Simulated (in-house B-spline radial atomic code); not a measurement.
## Removing one electron from Lu57+

Closed shell [Ne] 3s2 (3p1/2)2. Computed with an all-electron radial atomic-structure program (B-spline basis): Koopmans values of Dirac-Hartree-Fock plus a diagonal self-energy, in second order or with its direct term screened (direct RPA, with the hole-particle interaction, or full time-dependent Hartree-Fock), linearised in energy; no-pair Dirac-Coulomb Hamiltonian, finite nucleus. Shifts add to the Koopmans value (the ΔSCF shift is orbital relaxation alone); the final value takes TDHF screening with Breit and QED.

The shells are closed in jj coupling only; the real ground state mixes other jj configurations.

Command:
```bash
python run_mb.py task.json out
```
Settings (nuclear radius in fm, box in bohr, cutoff in hartree; a minus after a letter marks j = l - 1/2):
```
basis_form          2
Z                   71
core_configuration  [Ne] 3s2 3p-2
rms_radius          5.37
mass_number         175
speed_of_light      137.036
box_radius          2.318
lmax                7
intervals           56
virtual_cutoff      20164.0
```

Run time, properties included: 3.9 s on 1 thread of Intel(R) Xeon(R) Platinum 8488C, on a shared host.

Energies in eV:

| subshell | Koopmans | ΔSCF shift | second order | direct RPA | hole-particle | TDHF | Breit + QED | final |
| --- | --- | --- | --- | --- | --- | --- | --- | --- |
| 3p1/2 | 5946.08 | -0.588 | ? | ? | ? | ? | ? | ? |
| 3s1/2 | 6104.72 | -0.500 | 0.544 | 0.880 | 0.152 | 0.167 | -9.473 | 6095.41 |

**Question.** What does the self-energy do to 3p1/2?

**Answer.** It shifts the removal energy by 1.782 eV in second order, 1.733 with direct RPA, 1.696 with the hole-particle term and 1.748 with TDHF screening (quasi-particle weight 0.996); Breit and QED add -9.108 eV. The final value is 5938.72 eV, against 5937 ± 6 eV (NIST, tabulated theory).
